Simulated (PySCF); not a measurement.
cyanomethylboronic acid (C₂H₄BNO₂), SMILES N#CCB(O)O. Atoms are numbered in the order given.

```xyz
10

N     -0.3162     2.5761     0.0000
C      0.3231     1.6081     0.0000
C      1.0053     0.3235     0.0000
B     -0.0331    -0.8987     0.0000
O     -1.3789    -0.7253     0.0000
O      0.4954    -2.1469     0.0000
H      1.6611     0.2413    -0.8832
H      1.6611     0.2413     0.8832
H     -1.6606     0.2007     0.0000
H     -0.1849    -2.8343     0.0000
```
Charge 0, spin multiplicity 1.

The structure is a stationary point at B3LYP-D3(BJ)/def2-SVP. One conformer was computed; it need not be the lowest.

The numbers are results of r2SCAN/def2-TZVP run with PySCF, not measurements.

Symmetry labels are those of the subgroup Cs that the program uses (full group Cs).

Computed valence orbital energies around the gap with their symmetry:
```json
[
 {"orbital": "HOMO−7", "symmetry": "A'", "energy (eV)": "-11.86"},
 {"orbital": "HOMO−6", "symmetry": "A\"", "energy (eV)": "-10.09"},
 {"orbital": "HOMO−5", "symmetry": "A'", "energy (eV)": "-9.86"},
 {"orbital": "HOMO−4", "symmetry": "A'", "energy (eV)": "-9.37"},
 {"orbital": "HOMO−3", "symmetry": "A'", "energy (eV)": "-9.10"},
 {"orbital": "HOMO−2", "symmetry": "A\"", "energy (eV)": "-8.62"},
 {"orbital": "HOMO−1", "symmetry": "A\"", "energy (eV)": "-8.39"},
 {"orbital": "HOMO", "symmetry": "A'", "energy (eV)": "-8.18"},
 {"orbital": "LUMO", "symmetry": "A\"", "energy (eV)": "-0.24"},
 {"orbital": "LUMO+1", "symmetry": "A'", "energy (eV)": "-0.02"},
 {"orbital": "LUMO+2", "symmetry": "A'", "energy (eV)": "0.19"},
 {"orbital": "LUMO+3", "symmetry": "A\"", "energy (eV)": "0.31"}
]
```
